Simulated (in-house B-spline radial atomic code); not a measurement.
Inner levels of niobium as electrons are removed. A shift is the extra binding of the orbital against the neutral atom ([Kr] 4d4 5s1). Computed with a radial B-spline atomic code at the basis-set limit: non-relativistic Hartree-Fock, average of the configuration, point nuclei.

This level leaves out relativity, spin-orbit splitting included, which matters for heavy ions.

```
  ion  configuration  shift of 1s (eV)  radius of 1s (bohr)  Σ<r²> (bohr²)  change of density at nucleus (bohr⁻³)
Nb30+       [Ne] 3s1           1597.64             0.037164        0.36772                                -112.18
Nb31+   [He] 2s2 2p6                 ?                    ?              ?                                      ?
Nb32+   [He] 2s2 2p5           1911.92             0.037129        0.17219                                -531.51
Nb33+   [He] 2s2 2p4                 ?                    ?              ?                                      ?
Nb34+   [He] 2s2 2p3            2373.9              0.03706         0.1233                                -284.96
Nb35+   [He] 2s2 2p2           2611.13             0.037023        0.10043                                 -157.3
Nb36+   [He] 2s2 2p1            2852.5             0.036986        0.07853                                -26.708
Nb37+       [He] 2s2           3097.99             0.036947       0.057558                                 106.84
Nb38+       [He] 2s1                 ?                    ?              ?                                      ?
Nb39+            1s2            3525.9             0.036923      0.0036398                               -4820.02
Nb40+            1s1           4218.66             0.036585      0.0017847                               -26048.1
```

(1) Fill in the row of Nb31+.

(2) Fill in the row of Nb33+.

(3) Fill in the row of Nb38+.

Answers

(1) shift of 1s (eV): 1687.2; radius of 1s (bohr): 0.037161; Σ<r²> (bohr²): 0.19834; change of density at nucleus (bohr⁻³): -650.43.

(2) shift of 1s (eV): 2140.82; radius of 1s (bohr): 0.037095; Σ<r²> (bohr²): 0.1472; change of density at nucleus (bohr⁻³): -409.69.

(3) shift of 1s (eV): 3310.65; radius of 1s (bohr): 0.036942; Σ<r²> (bohr²): 0.030216; change of density at nucleus (bohr⁻³): -2317.61.
